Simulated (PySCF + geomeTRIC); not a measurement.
Species: [Zr(F)4(H2O)] (charge 0, multiplicity 1).

Problem. Give a relaxed geometry from PySCF + geomeTRIC with BP86-D3(BJ)/def2-SVP.

Solution. Several could match; the one computed here: the end point of this relaxation, one of several conformers.
Cartesian coordinates (Å) in one orientation:
```xyz
8

Zr     0.026    -0.092     0.051
F     -1.649    -0.218     1.012
F      0.064     0.825    -1.651
F      0.203    -1.901    -0.556
F      1.587     0.134     1.140
O     -0.499     2.179     0.614
H     -1.374     2.257     1.044
H     -0.520     2.770    -0.164
```
